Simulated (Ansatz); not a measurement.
In₃Sb₃H₁₂, a cluster cut from wurtzite InSb (hydrogen-capped), 18 atoms. Hardware: 2 threads of AMD EPYC 7R13 on a shared host and a share (18 GiB) of an NVIDIA H100 80GB HBM3.

In the def2 sets In, Sb take a core potential; there is no spin–orbit coupling.

Task: How many basis functions does each of these Ansatz runs have, and roughly what does it cost? PBE-D4/def2-TZVP, charge 1 doublet at the geometry of the charge 0 singlet, energy, from earlier orbitals; PBE0-D4/def2-TZVP, charge 0 triplet at the geometry of the charge 0 singlet, energy; PBE-D4/def2-SVP, charge 0 singlet, relaxation, 12 steps; r2SCAN-D4/def2-TZVP, charge 0 singlet, energy and forces, from earlier orbitals; PBE0-D4/def2-TZVP, charge 1 doublet at the geometry of the charge 0 singlet, energy; PBE0-D4/def2-TZVP, charge 0 singlet, energy, from earlier orbitals; PBE0-D4/def2-TZVP, charge -1 doublet at the geometry of the charge 0 singlet, energy; PBE-D4/def2-TZVP, charge -1 doublet at the geometry of the charge 0 singlet, energy, from earlier orbitals; PBE-D4/def2-TZVP, charge 0 singlet, energy, from earlier orbitals; PBE-D4/def2-TZVP, charge 0 triplet at the geometry of the charge 0 singlet, energy, from earlier orbitals.

Result: Other jobs shared the machine, so times can vary by a factor of up to 3.

```tsv
run	functions	fitting or Cholesky vectors	wall time	peak host memory (GiB)
r2SCAN-D4/def2-TZVP, charge 0 singlet, energy and forces, from earlier orbitals	372	2841	7 s	0.97
PBE-D4/def2-TZVP, charge 0 singlet, energy, from earlier orbitals	372	2841	7.5 s	0.93
PBE0-D4/def2-TZVP, charge 0 singlet, energy, from earlier orbitals	372	3294	9 s	0.97
PBE-D4/def2-TZVP, charge -1 doublet at the geometry of the charge 0 singlet, energy, from earlier orbitals	372	2841	10 s	1
PBE0-D4/def2-TZVP, charge -1 doublet at the geometry of the charge 0 singlet, energy	372	3294	14 s	1.1
PBE-D4/def2-TZVP, charge 0 triplet at the geometry of the charge 0 singlet, energy, from earlier orbitals	372	2841	16 s	1.1
PBE0-D4/def2-TZVP, charge 0 triplet at the geometry of the charge 0 singlet, energy	372	3294	17 s	1.2
PBE-D4/def2-TZVP, charge 1 doublet at the geometry of the charge 0 singlet, energy, from earlier orbitals	372	2841	25 s	1
PBE-D4/def2-SVP, charge 0 singlet, relaxation, 12 steps	216	2592	35 s	0.89
PBE0-D4/def2-TZVP, charge 1 doublet at the geometry of the charge 0 singlet, energy	372	3294	45 s	1.1
```
